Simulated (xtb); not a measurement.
Input for xtb: GFN1-xTB on BFH4N2 (SMILES NB(N)F), a point of a torsion scan.

```
$ xtb mol.xyz --gfn 1 --sp --chrg 0 --uhf 0
8

N      1.16593178    -0.46074706     0.24604208
B     -0.00994684     0.24445948    -0.14697870
N     -1.29493930    -0.10969470     0.26340367
F      0.11250617     1.35391091    -0.90636230
H      1.37497980    -0.58733671     1.22014214
H      2.00498029    -0.14672072    -0.22071080
H     -2.10765233     0.39739414    -0.03552841
H     -1.49749066    -0.92876137     0.80402971
```

Program output:

```
[...]
           -------------------------------------------------
          |                Calculation Setup                |
           -------------------------------------------------



           -------------------------------------------------
          |                 G F N 1 - x T B                 |
           -------------------------------------------------

        Reference                      10.1021/acs.jctc.7b00118
      * Hamiltonian:
        H0-scaling (s, p, d)           1.850000    2.250000    2.000000
        zeta-weighting                 0.000000
      * Dispersion:
        s8                             2.400000
        a1                             0.630000
        a2                             5.000000
        s9                             0.000000
      * Repulsion:
        kExp                           1.500000
        rExp                           1.000000
      * Coulomb:
        alpha                          2.000000
        third order                    atomic
        anisotropic                    false
      * Halogen bond correction:
        rad-scale                      1.300000
        damping                        0.440000


          ...................................................
          :                      SETUP                      :
          :.................................................:
          :  # basis functions                  24          :
          :  # atomic orbitals                  24          :
          :  # shells                           16          :
          :  # electrons                        24          :
          :  # halogen bonds                     0          :
          :  max. iterations                   250          :
          :  Hamiltonian                  GFN1-xTB          :
          :  restarted?                      false          :
          :  GBSA solvation                  false          :
          :  PC potential                    false          :
          :  electronic temp.          300.0000000     K    :
          :  accuracy                    1.0000000          :
          :  -> integral cutoff          0.2500000E+02      :
          :  -> integral neglect         0.1000000E-07      :
          :  -> SCF convergence          0.1000000E-05 Eh   :
          :  -> wf. convergence          0.2000000E-04 e    :
          :  Broyden damping             0.4000000          :
          :  net charge                          0          :
          :  unpaired electrons                  0          :
          ...................................................

 iter      E             dE          RMSdq      gap      omega  full diag
   1    -15.3136964 -0.153137E+02  0.759E+00    7.48       0.0  T
   2    -15.3652280 -0.515316E-01  0.440E+00    6.82       1.0  T
   3    -15.3653217 -0.936600E-04  0.104E+00    6.53       1.0  T
   4    -15.3661640 -0.842375E-03  0.187E-01    6.79       1.0  T
   5    -15.3662198 -0.557270E-04  0.144E-01    6.62       1.0  T
   6    -15.3663671 -0.147302E-03  0.416E-02    6.72       1.0  T
   7    -15.3663792 -0.121491E-04  0.148E-03    6.69      24.0  T
   8    -15.3663792 -0.167895E-07  0.456E-04    6.70      77.6  T
   9    -15.3663792 -0.735033E-09  0.284E-04    6.70     124.6  T
  10    -15.3663792 -0.530191E-09  0.471E-05    6.70     750.2  T
  11    -15.3663792 -0.145057E-10  0.109E-06    6.70   32481.7  T

   *** convergence criteria satisfied after 11 iterations ***

         #    Occupation            Energy/Eh            Energy/eV
      -------------------------------------------------------------
         1        2.0000           -0.8071405             -21.9634
       ...           ...                  ...                  ...
         6        2.0000           -0.5504177             -14.9776
         7        2.0000           -0.5238683             -14.2552
         8        2.0000           -0.5173571             -14.0780
         9        2.0000           -0.5105376             -13.8924
        10        2.0000           -0.4782578             -13.0141
        11        2.0000           -0.4372913             -11.8993
        12        2.0000           -0.4043966             -11.0042 (HOMO)
        13                         -0.1583428              -4.3087 (LUMO)
        14                         -0.1168087              -3.1785
        15                         -0.1082090              -2.9445
        16                         -0.0580874              -1.5806
        17                         -0.0404669              -1.1012
       ...                                ...                  ...
        24                          0.6991036              19.0236
      -------------------------------------------------------------
                  HL-Gap            0.2460538 Eh            6.6955 eV
             Fermi-level           -0.2813697 Eh           -7.6565 eV

 SCC (total)                   0 d,  0 h,  0 min,  0.005 sec
 SCC setup                      ...        0 min,  0.000 sec (  2.131%)
 Dispersion                     ...        0 min,  0.000 sec (  0.761%)
 classical contributions        ...        0 min,  0.000 sec (  0.300%)
 integral evaluation            ...        0 min,  0.001 sec ( 21.796%)
 iterations                     ...        0 min,  0.002 sec ( 30.095%)
 molecular gradient             ...        0 min,  0.002 sec ( 41.513%)
 printout                       ...        0 min,  0.000 sec (  3.139%)

         :::::::::::::::::::::::::::::::::::::::::::::::::::::
         ::                     SUMMARY                     ::
         :::::::::::::::::::::::::::::::::::::::::::::::::::::
         :: total energy             -15.229297124614 Eh    ::
         :: gradient norm              0.022374026375 Eh/a0 ::
         :: HOMO-LUMO gap              6.695463664492 eV    ::
         ::.................................................::
         :: SCC energy               -15.366379242830 Eh    ::
         :: -> electrostatic           0.057472381479 Eh    ::
         :: repulsion energy           0.138721469465 Eh    ::
         :: dispersion energy         -0.001639351249 Eh    ::
         :: halogen bond corr.         0.000000000000 Eh    ::
         :: add. restraining           0.000000000000 Eh    ::
         :: total charge               0.000000000000 e     ::
         :::::::::::::::::::::::::::::::::::::::::::::::::::::

           -------------------------------------------------
          |                Property Printout                |
           -------------------------------------------------

    * Orbital Energies and Occupations

         #    Occupation            Energy/Eh            Energy/eV
      -------------------------------------------------------------
         1        2.0000           -0.8071405             -21.9634
         2        2.0000           -0.7544934             -20.5308
         3        2.0000           -0.7410531             -20.1651
         4        2.0000           -0.5839348             -15.8897
         5        2.0000           -0.5633531             -15.3296
         6        2.0000           -0.5504177             -14.9776
         7        2.0000           -0.5238683             -14.2552
         8        2.0000           -0.5173571             -14.0780
         9        2.0000           -0.5105376             -13.8924
        10        2.0000           -0.4782578             -13.0141
        11        2.0000           -0.4372913             -11.8993
        12        2.0000           -0.4043966             -11.0042 (HOMO)
        13                         -0.1583428              -4.3087 (LUMO)
        14                         -0.1168087              -3.1785
        15                         -0.1082090              -2.9445
Note: The following floating-point exceptions are signalling: IEEE_DENORMAL
normal termination of xtb
        16                         -0.0580874              -1.5806
        17                         -0.0404669              -1.1012
        18                          0.1271830               3.4608
        19                          0.2478696               6.7449
        20                          0.2822002               7.6791
        21                          0.4389510              11.9445
        22                          0.4557523              12.4017
        23                          0.5731052              15.5950
        24                          0.6991036              19.0236
      -------------------------------------------------------------
                  HL-Gap            0.2460538 Eh            6.6955 eV
             Fermi-level           -0.2813697 Eh           -7.6565 eV

  Mulliken/CM5 charges         n(s)   n(p)   n(d)
     1N    -0.54176 -0.92306   1.440  4.102  0.000
     2B     0.55286  0.47199   0.802  1.645  0.000
     3N    -0.50236 -0.88810   1.422  4.080  0.000
     4F    -0.34510 -0.29151   1.807  5.538  0.000
     5H     0.20632  0.40478   0.794  0.000  0.000
     6H     0.20460  0.40189   0.795  0.000  0.000
     7H     0.21577  0.41442   0.784  0.000  0.000
     8H     0.20968  0.40959   0.790  0.000  0.000

Wiberg/Mayer (AO) data.
largest (>0.10) Wiberg bond orders for each atom

 ---------------------------------------------------------------------------
     #   Z sym  total        # sym  WBO       # sym  WBO       # sym  WBO
 ---------------------------------------------------------------------------
     1   7 N    3.078 --     2 B    1.115     6 H    0.943     5 H    0.929
     2   5 B    3.331 --     3 N    1.231     1 N    1.115     4 F    0.939
     3   7 N    3.191 --     2 B    1.231     8 H    0.933     7 H    0.930
     4   9 F    1.042 --     2 B    0.939
     5   1 H    0.961 --     1 N    0.929
     6   1 H    0.965 --     1 N    0.943
     7   1 H    0.956 --     3 N    0.930
     8   1 H    0.958 --     3 N    0.933
 ---------------------------------------------------------------------------

Topologies differ in total number of bonds
Writing topology from bond orders to xtbtopo.mol

 dipole moment from electron density (au)
     X       Y       Z
  -0.1814  -0.4653   0.7718  total (Debye):    2.337


           -------------------------------------------------
          | TOTAL ENERGY              -15.229297124614 Eh   |
          | GRADIENT NORM               0.022374026375 Eh/α |
          | HOMO-LUMO GAP               6.695463664492 eV   |
           -------------------------------------------------

------------------------------------------------------------------------
------------------------------------------------------------------------
 total:
 SCF:
```

The run finished.

Cost: about 0.020 core-seconds (a rough figure).
